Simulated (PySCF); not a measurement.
Cd(OMe)(SiH3) (CH6CdOSi), SMILES [SiH3][Cd][O]C. Atoms are numbered in the order given.

```xyz
10

Cd    -0.0240     0.0919    -0.0092
O     -1.3030    -0.0263    -1.5319
C     -1.6974    -1.1689    -2.2280
H     -2.4251    -0.8906    -3.0162
H     -0.8618    -1.6898    -2.7446
H     -2.2015    -1.9295    -1.5926
Si     1.5437     0.4193     1.8944
H      0.7984     0.6175     3.1732
H      2.4153     1.6115     1.6725
H      2.4235    -0.7775     2.0502
```
Charge 0, spin multiplicity 1.

Geometry: B3LYP-D3(BJ)/def2-SVP. The structure was generated by enumeration; whether it is a known compound was not checked. The def2 effective core potentials stand for the cores of Cd; spin–orbit coupling is left out. The values are those of a single conformer.

Level of theory: PBE/def2-TZVP in PySCF.

Atomic charges (e):

| atom | Löwdin | Mulliken |
|---|---|---|
| Cd1 | 0.56 | 0.52 |
| O2 | ? | -0.54 |
| C3 | -0.46 | -0.17 |
| H4 | ? | 0.11 |
| H5 | ? | 0.09 |
| H6 | ? | 0.09 |
| Si7 | ? | -0.06 |
| H8 | -0.03 | -0.01 |
| H9 | -0.02 | -0.01 |
| H10 | -0.03 | -0.01 |

Task: Complete the blanks. (The exact figures need the calculation; the answer reports its results.)

Result: 
- O2, Löwdin: -0.24
- H4, Löwdin: 0.10
- H5, Löwdin: 0.09
- H6, Löwdin: 0.09
- Si7, Löwdin: -0.07
